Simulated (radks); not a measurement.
Results of a calculation; reference values are marked as such.
Q: Coherent X-ray form factor from a spherical all-electron density. Level of theory: Dirac Kohn-Sham, PBE, spin-unpolarised, spherical densities, finite nucleus; Fermi nuclear charge, rms radius of each element as measured or else 0.836 A^(1/3) + 0.57 fm (a radial shooting solver on a logarithmic mesh with Libxc functionals).

| sin(theta)/lambda (1/angstrom) | f0 (electrons) |
|---|---|
| 0.05 | 75.481 |
| 0.1 | 73.977 |
| 0.15 | 71.640 |
| 0.2 | 68.685 |
| 0.25 | 65.349 |
| 0.3 | 61.853 |
| 0.4 | 55.042 |
| 0.5 | 49.061 |
| 0.6 | 44.060 |
| 0.8 | 36.274 |
| 1 | 30.234 |
| 1.25 | 24.309 |
| 1.5 | 20.057 |
| 2 | 15.328 |

The species is in the configuration that NIST lists as its ground one. Which atom or ion scatters so?

A: The lead ion Pb6+, [Xe] 4f14 5d8. Extrapolating in s^2 from the first two rows gives f0(0) = 76.0, near the electron count 76; among species with that count, the fall with angle is slower the higher Z, and the table is that of Z = 82; from so few rows the species is fixed only to a neighbour or two.
